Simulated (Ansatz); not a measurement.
Relaxation of GaH$_{3}$ (4 atoms, charge 0, multiplicity 1), to a largest force component of 0.03 eV/Å in at most 50 steps.

Computed with RKS PBE-D4/def2-TZVP (Ansatz).

```xyz
4
Properties=species:S:1:pos:R:3:forces:R:3
Ga 0.202 0.000 0.116 0.74 0.00 0.43
H 0.774 0.000 1.560 -1.23 0.00 1.27
H 1.738 0.000 -0.110 0.49 0.00 -1.70
H -1.135 0.000 -0.655 0.00 0.00 0.00
```

Where does it end, and by what steps?

The forces met the threshold. After 4 steps the energy has fallen by 0.860 eV; H3 moved furthest, 0.45 Å.

```tsv
step	energy less start (eV)	largest force component (eV/Å)	accepted
0	0.0000	1.701	yes
1	-0.5643	0.898	yes
2	-0.8217	0.583	yes
3	-0.8533	0.254	yes
4	-0.8598	0.004	yes
```

```xyz
4
Properties=species:S:1:pos:R:3
Ga 0.394 0.000 0.228
H 0.395 0.000 1.805
H 1.760 0.000 -0.560
H -0.971 0.000 -0.561
```

Whether the end is a true minimum wasn't checked by a vibrational analysis.

The run took 5 s on 1 thread of Intel(R) Xeon(R) Platinum 8259CL CPU @ 2.50GHz (Skylake/Cascade Lake), on a shared host, peak memory 0.12 GiB.
